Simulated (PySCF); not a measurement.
## Computed structure and properties of Sm(SH)3

System: Sm(SH)3 (singlet in the valence; each metal's 4f electrons, 5 of them, lie in its core potential, out of spins and levels); start: displaced along the imaginary mode (C3). Method: PySCF 2.14.0, RKS PBE, Sm lcecp-1-SVP with ECP51, S def2-SVP, H def2-SVP; non-relativistic Hamiltonian with scalar-relativistic core potentials where named; density fitting; no spin-orbit coupling.

Input of the relaxation:

```python
mol = gto.M(atom='''
Sm     0.00000     0.00000    -0.40364
S      2.44031     0.00660     0.57995
H      2.03983    -0.24999     1.88334
S     -1.22587     2.11007     0.57995
H     -0.80342     1.89154     1.88334
S     -1.21444    -2.11666     0.57995
H     -1.23642    -1.64155     1.88334''',
    basis={'Sm': 'lcecp-1-SVP', 'S': 'def2-SVP', 'H': 'def2-SVP'},
    ecp={'Sm': 'lcecp-1-SVP'},
    charge=0, spin=0)
mf = dft.RKS(mol, xc='PBE')
mf.grids.atom_grid = (50, 194)  # f atoms: unpruned, at least (60, 302)
mf = mf.density_fit()  # fitting sets: Sm AutoAux, S def2-universal-JKFIT, H def2-universal-JKFIT
mf.conv_tol = 1e-08; mf.max_cycle = 55
mf.kernel(dm0)  # dm0: converged density of the start geometry
# quasi-Newton relaxation in Cartesian coordinates to a largest gradient under 0.00045 Eh/bohr, steps kept in the point group
```

Run from Python with OMP_NUM_THREADS=2; the lines above give its settings. Where DIIS fails, smearing, a level shift and second-order steps follow.
It took 3 min on 2 threads of Arm Neoverse V1, on a shared host, from the converged density of the start.

Course of the relaxation:

```
step  energy above end (eV)  largest force component within the symmetry (eV/Å)
   0                 0.3513                                               0.530
   1                 0.3123                                               0.191
   2                 0.2612                                               0.526
   3                 0.2297                                               0.639
   4                 0.1556                                               0.238
   5                 0.1329                                               0.591
   6                 0.1044                                               0.112
   7                 0.0883                                               0.120
  21                 0.0030                                               0.079
  22                 0.0016                                               0.092
  23                 0.0003                                               0.034
  24                 0.0001                                               0.031
  25                 0.0000                                               0.013
  26                 0.0000                                               0.012
```
(The steps between are left out.)

Relaxed geometry (C3):

```xyz
7

Sm    0.0000    0.0000    0.6680
S     2.5810    0.4023    1.0024
H     2.8493   -0.9340    1.1036
S    -1.6389    2.0341    1.0024
H    -0.6158    2.9346    1.1036
S    -0.9421   -2.4364    1.0024
H    -2.2335   -2.0006    1.1036
```

```
    contact      Å
Sm1–S2 (SH)  2.633
Sm1–S4 (SH)  2.633
Sm1–S6 (SH)  2.633
```

On the finer grid (75, 302):

```yaml
HOMO: -6.16 eV
LUMO: -3.09 eV
Dipole_about_the_centre_of_mass: 1.73 D
Set_of_Mulliken_populations_of_Sm1_outside_the_core_potential: s 2.33, p 6.32, d 1.62, f 0.04
D3_BJ_dispersion_energy_not_in_the_energies: -0.185 eV
```

```csv
atom,Mulliken (e),Löwdin (e),spin (e)
Sm1,0.69,-0.12,0.00
S2,-0.33,0.01,0.00
H3,0.11,0.02,0.00
S4,-0.33,0.01,0.00
H5,0.11,0.02,0.00
S6,-0.33,0.01,0.00
H7,0.11,0.02,0.00
```

The 4f levels lie in the core potential and are missing. Their spin isn't counted.

On the grid (50, 194), as all that follows. Harmonic modes: a minimum within the noise of the softest modes; lowest 19 cm⁻¹ (negative: unstable), highest 2590 cm⁻¹, zero-point energy 0.654 eV.

Taking off one SH (charge -1, singlet; the rest: singlet) in vacuum, both parts rigid, costs 8.96 eV; the small basis without counterpoise inflates it. Most of it is the attraction of opposite charges; other ways to part are cheaper, and one spin state was tried for the rest.

Rigid scan of SH along the line from its metal:

(distance to S2 (Å), energy (eV)): (2.33, 0.583), (2.43, 0.228), (2.53, 0.050), (2.63, 0.000), (2.73, 0.041), (2.83, 0.145), (3.03, 0.468), (3.33, 1.066), (3.73, 1.849), (4.23, 2.646)

One start shape was tried, so this needn't be the lowest isomer.

An lcecp potential fixes the number of 4f electrons, so in runs with it no electron can move into or out of that shell.
